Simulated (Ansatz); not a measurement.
One change: `[CH3][GaH][BH]CO` becomes `OCBF`.

Ansatz, PBE0-D4/def2-TZVP geometries, multiplicity 1. Each molecule was computed in one conformer, which needn't be the lowest.

Scalar relativity is left out up to krypton.

```tsv
property	`[CH3][GaH][BH]CO`
HOMO energy (PBE/def2-TZVPP) / eV	-5.52
size of the dipole moment (ωB97M-V/def2-TZVPP) / D	2.87
HOMO–LUMO gap (B3LYP/def2-TZVPP) / eV	4.73
size of the dipole moment (B3LYP/def2-TZVPP) / D	2.79
HOMO energy (ωB97M-V/def2-TZVPP) / eV	-8.78
HOMO energy (PBE0/def2-TZVPP) / eV	-6.64
```

**Question.** Give the same properties after the change, and the shifts. (Estimate.)

**Answer.** Computed: 
```csv
property,`OCBF`,shift
HOMO energy (PBE/def2-TZVPP) / eV,-6.43,-0.91
size of the dipole moment (ωB97M-V/def2-TZVPP) / D,1.22,-1.65
HOMO–LUMO gap (B3LYP/def2-TZVPP) / eV,6.82,2.09
size of the dipole moment (B3LYP/def2-TZVPP) / D,1.22,-1.57
HOMO energy (ωB97M-V/def2-TZVPP) / eV,-10.56,-1.78
HOMO energy (PBE0/def2-TZVPP) / eV,-8.12,-1.48
```

With PBE0 the HOMO falls by 1.48 eV and the LUMO rises by 0.76 eV, so the gap widens by about 2.24 eV. PBE moves the HOMO by -0.91 eV and ωB97M-V by -1.78 eV. Dipoles are sizes alone; their direction can turn.

B3LYP here is the variant with VWN-RPA as its local correlation; programs differ in this.
